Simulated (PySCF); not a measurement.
This script is equivalent to a calculation on In²⁺ (indium, charge +2).

```python
from pyscf import gto, scf, dft, mp, cc
import basis_set_exchange as bse
txt = bse.get_basis("def2-QZVPPD", elements=["In"], fmt="nwchem", header=False)
cut = txt.index("\nECP")
mol = gto.M(atom="In 0 0 0", charge=2, spin=1, symmetry="D2h",
            basis=gto.basis.parse(txt[:cut]),
            ecp={"In": gto.basis.parse_ecp(txt[cut:])})
mf = dft.UKS(mol, xc="0.53*HF + 0.47*B88, 0.73*LYP")
mf.irrep_nelec = {'Ag': (4, 3), 'B1g': (1, 1), 'B2g': (1, 1), 'B3g': (1, 1), 'B1u': (1, 1), 'B2u': (1, 1), 'B3u': (1, 1)}
mf.kernel()
```

Question: What total energy does it give?

Answer: -188.952 hartree (calculated), before the PT2 part.

Question: Which occupied shell lies highest, and where?

Answer: 5s α, at -25.784 eV.

Question: What is ⟨S²⟩, and what would a pure spin state give?

Answer: 0.750, against 0.75.

Energies and moments cover only the electrons outside the core potential.
